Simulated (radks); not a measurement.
Valence configurations of neutral osmium (all share [Xe]). All-electron calculation, Dirac Kohn-Sham, BLYP, spin-unpolarised, spherical densities, finite nucleus; open shells fill j = l - 1/2 first; Fermi nuclear charge, rms radius 5.4126 fm. Program: a radial shooting solver on a logarithmic mesh with Libxc functionals. Energies are relative to 4f14 5d6 6s2; eigenvalues in eV.

| valence | E (eV) | e(4f5/2) | e(4f7/2) | e(5d3/2) | e(5d5/2) | e(6p1/2) |
|---|---|---|---|---|---|---|
| 4f14 5d6 6s2 | 0.000 | -52.800 | -49.994 | -6.562 | -5.528 | - |
| 4f14 5d6.5 6s1.5 | 0.341 | -51.621 | -48.816 | -5.782 | -4.784 | - |
| 4f14 5d5.5 6s2 6p0.5 | 2.185 | -54.808 | -52.003 | -8.081 | -6.998 | -2.155 |
| 4f14 5d4.5 6s2 6p1.5 | 8.000 | -58.925 | -56.118 | -11.081 | -9.901 | -3.100 |
| 4f14 5d4 6s2 6p2 | 11.651 | -61.040 | -58.232 | -12.578 | - | -3.544 |
| 4f14 5d3.5 6s2 6p2.5 | 16.964 | -63.572 | -60.763 | -14.374 | - | -4.120 |
| 4f14 5d2 6s2 6p4 | 36.944 | -71.334 | -68.519 | -19.716 | - | -5.763 |
| 4f13 5d7 6s2 | 48.944 | -62.943 | -60.035 | -7.715 | -6.542 | - |
| 4f14 5d1 6s2 6p5 | 53.644 | -76.634 | -73.814 | -23.246 | - | -6.818 |
| 4f12 5d8 6s2 | 107.12 | -73.508 | -70.495 | -8.878 | -7.567 | - |

NIST lists [Xe] 4f14 5d6 6s2 as the ground configuration; this level of theory agrees among the configurations tried. The energies are those of spherical spin-averaged densities, not of single terms.
